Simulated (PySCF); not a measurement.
Job for PySCF: R-MP2/6-31G* on GeH4N2 (SMILES [NH2][Ge][NH2]), a point of a torsion scan.

```python
from pyscf import gto, scf, dft, mp
from pyscf.data.elements import chemcore

mol = gto.M(
    atom='''
    N     1.56909451   -0.08969171   -0.05025684
    Ge    0.55620108    0.30956123    1.42290326
    N     0.01584005   -1.39859538    1.72401029
    H     1.38336408   -0.84774166   -0.68934982
    H     2.04100433    0.64651973   -0.55382808
    H     0.25435613   -2.20928546    1.17401243
    H    -0.58890108   -1.66761874    2.48325745
    ''',
    basis='6-31g*',
    cart=True,
    charge=0, spin=0, verbose=3, max_memory=1800)
mf = scf.RHF(mol)
mf.conv_tol = 1e-8
mf.max_cycle = 100
mf.kernel()
if not mf.converged:
    mf = mf.newton().run(mf.mo_coeff, mf.mo_occ)
pt = mp.MP2(mf, frozen=chemcore(mol)).run()
```

It printed:

```
converged SCF energy = -2186.31682321262
E(RMP2) = -2186.89922664387  E_corr = -0.582403431243781
E(SCS-RMP2) = -2186.87192083037  E_corr = -0.555097617742304
```

The calculation finished and met its thresholds.

Cost: about 1.8 core-seconds (a rough figure).
